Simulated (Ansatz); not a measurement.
Molecule: triiodo(methyl)silane, CH₃I₃Si (charge 0, singlet). 
Coordinates optimised at B3LYP-D3(BJ)/def2-TZVP (Ansatz, a program for electronic structure):
SMILES: C[Si](I)(I)I
```xyz
8

C     -2.4662     0.2494     0.0733
Si    -0.6163     0.0623     0.0183
I      0.4115     2.2215    -0.5410
I      0.1993    -0.6858     2.2107
I     -0.0086    -1.5967    -1.6876
H     -2.7381     0.9857     0.8303
H     -2.8304     0.5815    -0.8995
H     -2.9245    -0.7086     0.3215
```

Quantity: vertical triplet-singlet gap (E(triplet) - E(singlet); each state is the SCF solution reached for its spin; the molecule has degenerate orbitals, so one determinant may break the symmetry), in kJ/mol. Valence correlation only, unless marked. UHF or UKS for open shells. Spin-orbit coupling is left out. Frozen are the shells of the preceding noble gas and the d and f shells that filled before the atom's block. Past Kr the def2 sets carry scalar-relativistic core potentials. CBS marks a two-point X^-3 extrapolation of the correlation energy; Hartree-Fock from the larger set. The bracket is a focal-point correction in the basis named.

```
level             program  vertical triplet-singlet gap (kJ/mol)
----------------  -------  -------------------------------------
BHLYP/def2-TZVPD   Ansatz                                  433.1
```

### Question
Predict the RI-MP2/CBS(def2-TZVPPD,def2-QZVPPD)+[CCSD(T)-MP2]/def2-TZVPPD result (Ansatz).

### Answer
451.7 kJ/mol, so BHLYP/def2-TZVPD differs from it by -18.6 kJ/mol.
